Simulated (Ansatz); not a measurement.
**Which isomer of AsH5PSn gives these data?**

These gas-phase data were calculated for one isomer of AsH5PSn at B3LYP-D3(BJ)/def2-SVP (harmonic, unscaled wavenumbers; equilibrium rotational constants with average atomic masses):

```
rotational constants            : 3.805, 1.038, 0.8338 GHz
all wavenumbers above 1500 cm⁻¹ : 2388, 2373, 2186, 2171, 1756
```

Candidates:

(1) `[PH2][SnH][AsH2]`, a doublet
(2) `[PH2][Sn][AsH3]`, a doublet
(3) `[PH3][Sn][AsH2]`, a doublet

Question: Which candidate do the data belong to?

Answer: Candidate (1). The band at 1756 cm⁻¹ lies where the Sn–H stretch is expected; (2), (3) have no mode between 1650 and 2000 cm⁻¹.

The same quantities for all candidates:

```tsv
	rotational constants (GHz)	wavenumbers above 1500 cm⁻¹	E above the lowest, B3LYP-D3(BJ)/def2-SVP (kcal/mol)
(1)	3.805, 1.038, 0.8338	2388, 2373, 2186, 2171, 1756	2.7
(2)	2.674, 1.157, 0.8198	2370, 2360, 2233, 2220, 2211	7.0
(3)	2.328, 1.285, 0.8409	2434, 2419, 2409, 2169, 2159	0.0
```

Harmonic stretches to hydrogen usually lie a few per cent above observed fundamentals. Each candidate is one conformer. Open shells are spin-unrestricted. Atoms past krypton carry core potentials. Programs: Ansatz 0.2.0.
